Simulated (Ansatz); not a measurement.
Geometry optimisation, RKS revPBE-D4/STO-3G in Ansatz.

input.yaml

```yaml
crystal:
  periodic: [false, false, false]
  atoms:
    - { symbol: C, position_ang: [-1.0815, 0.2361, 1.0082] }
    - { symbol: Si, position_ang: [0.2437, 0.0743, -0.2468] }
    - { symbol: "N", position_ang: [1.877, 0.3028, 0.3601] }
    - { symbol: Al, position_ang: [0.0469, -1.1364, -2.2248] }
    - { symbol: S, position_ang: [-0.0832, 1.1515, -2.0606] }
    - { symbol: H, position_ang: [-1.0525, 1.2959, 1.4707] }
    - { symbol: H, position_ang: [-1.0183, -0.5046, 1.7766] }
    - { symbol: H, position_ang: [-2.0699, 0.2074, 0.4752] }
    - { symbol: H, position_ang: [1.9324, 1.2458, 0.8955] }
    - { symbol: H, position_ang: [2.0559, -0.4213, 1.1363] }
    - { symbol: H, position_ang: [-0.7851, -2.5086, -2.5698] }
basis:
  gaussian: { orbitals: STO-3G }
hamiltonian:
  xc: revpbe
  dispersion: d4
relax:
  f_tol: 0.015
  max_steps: 40
```

Command:

```bash
$ ansatz run input.yaml --threads 1 --pin off --max-ram 2048MiB --backend cpu --events-out ev --progress --plain --runs-dir out
```

**Question.** Where does it end, and by what steps?

**Answer.** It converged. The force dipped under the threshold on the way, but the program's further checks kept it going. Limits of this set-up: minimal basis. After 27 steps the energy has fallen by 1.364 eV; H9 moved furthest, 0.72 Å.

```csv
step,energy less start (eV),largest force component (eV/Å),accepted
0,0.0000,3.665,yes
1,-1.0783,1.310,yes
2,-1.2591,1.327,yes
3,-1.3315,0.450,yes
4,-1.3539,0.178,yes
5,-1.3579,0.068,yes
6,-1.3513,0.536,no
7,-1.3595,0.024,yes
8,-1.3606,0.073,yes
9,-1.3614,0.093,yes
10,-1.3620,0.054,yes
11,-1.3623,0.125,yes
12,-1.3627,0.018,yes
13,-1.3630,0.035,yes
14,-1.3627,0.165,no
15,-1.3627,0.052,no
16,-1.3631,0.004,yes
17,-1.3633,0.022,yes
18,-1.3594,0.372,no
19,-1.3634,0.015,yes
20,-1.3635,0.011,yes
21,-1.3617,0.264,no
22,-1.3637,0.012,yes
23,-1.3637,0.102,yes
24,-1.3639,0.046,yes
25,-1.3642,0.024,yes
26,-1.3494,0.626,no
27,-1.3643,0.014,yes
```

```xyz
11
Properties=species:S:1:pos:R:3
C -1.118 0.426 1.078
Si 0.176 -0.154 -0.193
N 1.807 0.443 0.385
Al -0.161 -1.222 -2.111
S -0.260 0.857 -2.126
H -0.978 1.495 1.331
H -1.053 -0.149 2.021
H -2.146 0.311 0.690
H 1.649 0.792 1.384
H 2.404 -0.424 0.574
H -0.254 -2.433 -3.012
```

The run took 63 s on 1 thread of Intel(R) Xeon(R) Platinum 8488C (Sapphire Rapids), with other jobs on the host, peak memory 0.2 GiB.
